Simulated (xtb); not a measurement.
Br4Hf, singlet, geometry from GFN2-xTB (such geometries of metal compounds can be far from the true shape), atoms displaced at random by about 0.06 Å a coordinate; xtb 6.7.1 with GFN2-xTB.

The xtb input:
```
$ xtb mol.xyz --gfn 2 --chrg 0 --uhf 0 --ohess --json

# file mol.xyz
5

Hf    -0.06422887     0.00927060     0.06167448
Br     1.94326131    -0.59208142    -1.42143408
Br     0.75749770     0.30458265     2.42345462
Br    -1.09027410     2.07947768    -0.80919636
Br    -1.60965585    -1.80703984    -0.10757783
```

Output, abridged:

```
   ID    Z sym.   atoms
    1   72 Hf     1
    2   35 Br     2-5

           -------------------------------------------------
          |                Calculation Setup                |
           -------------------------------------------------

           -------------------------------------------------
          |                 G F N 2 - x T B                 |
           -------------------------------------------------

          ...................................................
          :                      SETUP                      :
          :.................................................:
          :  # basis functions                  50          :
          :  # atomic orbitals                  45          :
          :  # shells                           15          :
          :  # electrons                        32          :
          :  max. iterations                   250          :
          :  Hamiltonian                  GFN2-xTB          :
          :  restarted?                      false          :
          :  GBSA solvation                  false          :
          :  PC potential                    false          :
          :  electronic temp.          300.0000000     K    :
          :  accuracy                    1.0000000          :
          :  -> integral cutoff          0.2500000E+02      :
          :  -> integral neglect         0.1000000E-07      :
          :  -> SCF convergence          0.1000000E-05 Eh   :
          :  -> wf. convergence          0.1000000E-03 e    :
          :  Broyden damping             0.4000000          :
          :  net charge                          0          :
          :  unpaired electrons                  0          :
          ...................................................

 iter      E             dE          RMSdq      gap      omega  full diag
   1     -2.6992742 -0.269927E+01  0.459E+01    0.03       0.0  T
   2    -11.7952221 -0.909595E+01  0.311E+01   12.50       1.0  T
   3    -15.5416515 -0.374643E+01  0.206E+01    9.10       1.0  T
   4    -16.9975878 -0.145594E+01  0.162E+01    5.12       1.0  T
   5    -16.2270932  0.770495E+00  0.159E+01    8.02       1.0  T
   6    -16.7455312 -0.518438E+00  0.136E+01    0.59       1.0  T
   7    -17.2801853 -0.534654E+00  0.104E+01    0.80       1.0  T
   8    -17.6097643 -0.329579E+00  0.763E+00    1.00       1.0  T
   9    -18.0461411 -0.436377E+00  0.274E+00    1.73       1.0  T
  10    -18.0778580 -0.317169E-01  0.375E+00    2.82       1.0  T
  11    -17.9344445  0.143414E+00  0.594E+00    3.66       1.0  T
  12    -18.0248532 -0.904087E-01  0.492E+00    3.19       1.0  T
  13    -18.0221210  0.273213E-02  0.495E+00    3.21       1.0  T
  14    -18.0504190 -0.282979E-01  0.412E+00    3.15       1.0  T
  15    -18.0558703 -0.545134E-02  0.359E+00    3.24       1.0  T
  16    -18.0626022 -0.673191E-02  0.345E+00    3.20       1.0  T
  17    -18.0718379 -0.923565E-02  0.301E+00    3.19       1.0  T
  18    -18.0788842 -0.704630E-02  0.267E+00    3.17       1.0  T
  19    -18.0843435 -0.545934E-02  0.236E+00    3.16       1.0  T
  20    -18.0957455 -0.114020E-01  0.154E+00    3.11       1.0  T
  21    -18.1018722 -0.612663E-02  0.766E-01    3.02       1.0  T
  22    -18.1035112 -0.163905E-02  0.288E-01    2.96       1.0  T
  23    -18.1037205 -0.209320E-03  0.505E-02    2.93       1.0  T
  24    -18.1036942  0.262943E-04  0.680E-02    2.91       1.0  T
  25    -18.1037096 -0.153575E-04  0.492E-02    2.91       1.0  T
  26    -18.1037207 -0.110726E-04  0.163E-02    2.92       2.8  T
  27    -18.1037196  0.101888E-05  0.194E-02    2.92       2.3  T
  28    -18.1037211 -0.147709E-05  0.469E-03    2.92       9.5  T
  29    -18.1037212 -0.106206E-06  0.125E-03    2.92      35.7  T
  30    -18.1037212  0.146748E-08  0.165E-03    2.92      27.1  T
  31    -18.1037212 -0.774688E-08  0.902E-04    2.92      49.6  T
  32    -18.1037212 -0.195736E-08  0.298E-04    2.92     149.8  T

   *** convergence criteria satisfied after 32 iterations ***

         :::::::::::::::::::::::::::::::::::::::::::::::::::::
         ::                     SUMMARY                     ::
         :::::::::::::::::::::::::::::::::::::::::::::::::::::
         :: total energy             -18.075964469027 Eh    ::
         :: gradient norm              0.042365695314 Eh/a0 ::
         :: HOMO-LUMO gap              2.921671664182 eV    ::
         ::.................................................::
         :: SCC energy               -18.103713627804 Eh    ::
         :: -> isotropic ES           -0.025671973303 Eh    ::
         :: -> anisotropic ES          0.014911887282 Eh    ::
         :: -> anisotropic XC         -0.021915750580 Eh    ::
         :: -> dispersion             -0.006398377618 Eh    ::
         :: repulsion energy           0.027749158777 Eh    ::
         :: add. restraining           0.000000000000 Eh    ::
         :: total charge               0.000000000000 e     ::
         :::::::::::::::::::::::::::::::::::::::::::::::::::::

      -----------------------------------------------------------
     |                   =====================                   |
     |                        A N C O P T                        |
     |                   =====================                   |
     |               Approximate Normal Coordinate               |
     |                Rational Function Optimizer                |
      -----------------------------------------------------------
      -----------------------------------------------------------
     |                   =====================                   |
     |                        A N C O P T                        |
     |                   =====================                   |
     |               Approximate Normal Coordinate               |
     |                Rational Function Optimizer                |
      -----------------------------------------------------------

[...]
 * total energy  :   -18.0759645 Eh     change       -0.3133422E-09 Eh
 * total energy  :   -18.0679819 Eh     change        0.7982595E-02 Eh
 * total energy  :   -18.0746956 Eh     change       -0.6713696E-02 Eh
 * total energy  :   -18.0717157 Eh     change        0.2979831E-02 Eh
 * total energy  :   -18.0785799 Eh     change       -0.6864195E-02 Eh
 * total energy  :   -18.0765264 Eh     change        0.2053494E-02 Eh
 * total energy  :   -18.0792415 Eh     change       -0.2715083E-02 Eh
 * total energy  :   -18.0792037 Eh     change        0.3781273E-04 Eh
 * total energy  :   -18.0792930 Eh     change       -0.8933773E-04 Eh
 * total energy  :   -18.0792941 Eh     change       -0.1027359E-05 Eh
   *** GEOMETRY OPTIMIZATION CONVERGED AFTER 10 ITERATIONS ***
         :: total energy             -18.079294076814 Eh    ::
[...]
     3  35 Br   1.134 --     1 Hf   0.890
     4  35 Br   1.134 --     1 Hf   0.891
     5  35 Br   1.134 --     1 Hf   0.890
 ---------------------------------------------------------------------------

Topologies differ in total number of bonds
Writing topology from bond orders to xtbtopo.mol

molecular dipole:
                 x           y           z       tot (Debye)
 q only:       -0.001       0.002       0.001
   full:       -0.001       0.002       0.001       0.007
molecular quadrupole (traceless):
                xx          xy          yy          xz          yz          zz
 q only:        0.005      -0.002      -0.005       0.006      -0.008      -0.000
  q+dip:        0.015      -0.001      -0.013       0.008      -0.014      -0.002
   full:        0.017      -0.001      -0.015       0.010      -0.016      -0.002

           -------------------------------------------------
          |               Frequency Printout                |
           -------------------------------------------------
 projected vibrational frequencies (cm⁻¹)
eigval :       -0.00    -0.00    -0.00    -0.00     0.00     0.00
eigval :       39.18    39.27    42.06    42.17    42.21   160.40
eigval :      227.11   227.38   227.59
 reduced masses (amu)
   1: 96.70   2: 86.90   3: 94.86   4: 92.98   5:104.93   6:109.03   7: 79.90   8: 79.92
   9:104.96  10:104.95  11:104.92  12: 79.90  13:118.10  14:118.12  15:118.11
 IR intensities (km·mol⁻¹)
   1:  0.00   2:  0.00   3:  0.00   4:  0.00   5:  0.00   6:  0.00   7:  0.00   8:  0.01
   9: 21.58  10: 21.54  11: 21.58  12:  0.00  13: 46.99  14: 47.10  15: 47.05
 Raman intensities (Ä⁴*amu⁻¹)
   1:  0.00   2:  0.00   3:  0.00   4:  0.00   5:  0.00   6:  0.00   7:  0.00   8:  0.00
Molecule has the following symmetry elements: 4*(C3) 3*(C2) 3*(S4) 6*(sigma)
It seems to be the Td point group
   9:  0.00  10:  0.00  11:  0.00  12:  0.00  13:  0.00  14:  0.00  15:  0.00
 output can be read by thermo (or use thermo option).
 writing <g98.out> molden fake output.
 recommended (thermochemical) frequency scaling factor: 1.0
           -------------------------------------------------
          |             Thermodynamic Functions             |
           -------------------------------------------------

td  symmetry found (for desy threshold:  0.10E+00) used in thermo

          ...................................................
          :                      SETUP                      :
          :.................................................:
          :  # frequencies                           9      :
          :  # imaginary freq.                       0      :
          :  linear?                             false      :
          :  only rotor calc.                    false      :
          :  symmetry                               td      :
          :  rotational number                      12      :
          :  scaling factor                  1.0000000      :
          :  rotor cutoff                   50.0000000 cm⁻¹ :
          :  imag. cutoff                  -20.0000000 cm⁻¹ :
          :.................................................:

    mode    ω/cm⁻¹     T·S(HO)/kcal·mol⁻¹    T·S(FR)/kcal·mol⁻¹   T·S(vib)
   ------------------------------------------------------------------------
       1     39.18    -1.58021 ( 27.38%)    -1.12869 ( 72.62%)    -1.25232
       2     39.27    -1.57887 ( 27.56%)    -1.12801 ( 72.44%)    -1.25228
       3     42.06    -1.53833 ( 33.37%)    -1.10768 ( 66.63%)    -1.25138
       4     42.17    -1.53686 ( 33.59%)    -1.10695 ( 66.41%)    -1.25135
       5     42.21    -1.53626 ( 33.68%)    -1.10665 ( 66.32%)    -1.25134
       6    160.40    -0.75879 ( 99.06%)    -0.71120 (  0.94%)    -0.75835
       7    227.11    -0.56697 ( 99.77%)    -0.60819 (  0.23%)    -0.56707
       8    227.38    -0.56635 ( 99.77%)    -0.60785 (  0.23%)    -0.56644
       9    227.59    -0.56585 ( 99.77%)    -0.60757 (  0.23%)    -0.56594
   ------------------------------------------------------------------------

   temp. (K)  partition function   enthalpy   heat capacity  entropy
                                   cal/mol     cal/K/mol   cal/K/mol   J/K/mol
 298.15  VIB  0.339E+05             4048.960     13.779     29.236
         ROT  0.306E+06              888.752      2.981     28.085
         INT  0.104E+11             4937.712     16.760     57.321
         TR   0.108E+29             1481.254      4.968     44.484
         TOT                        6418.9658    21.7279   101.8047   425.9507

       T/K    H(0)-H(T)+PV         H(T)/Eh          T*S/Eh         G(T)/Eh
   ------------------------------------------------------------------------
    298.15    0.102293E-01    0.126154E-01    0.483707E-01   -0.357553E-01
   ------------------------------------------------------------------------

         :::::::::::::::::::::::::::::::::::::::::::::::::::::
         ::                  THERMODYNAMIC                  ::
         :::::::::::::::::::::::::::::::::::::::::::::::::::::
         :: total free energy         -18.115049382482 Eh   ::
         ::.................................................::
         :: total energy              -18.079294076818 Eh   ::
         :: zero point energy           0.002386095521 Eh   ::
         :: G(RRHO) w/o ZPVE           -0.038141401185 Eh   ::
         :: G(RRHO) contrib.           -0.035755305664 Eh   ::
         :::::::::::::::::::::::::::::::::::::::::::::::::::::

optimized geometry written to: xtbopt.xyz

           -------------------------------------------------
          | TOTAL ENERGY              -18.079294076818 Eh   |
          | TOTAL ENTHALPY            -18.066678708103 Eh   |
          | TOTAL FREE ENERGY         -18.115049382482 Eh   |
          | GRADIENT NORM               0.000219585323 Eh/α |
          | HOMO-LUMO GAP               3.112081451037 eV   |
           -------------------------------------------------

normal termination of xtb
```
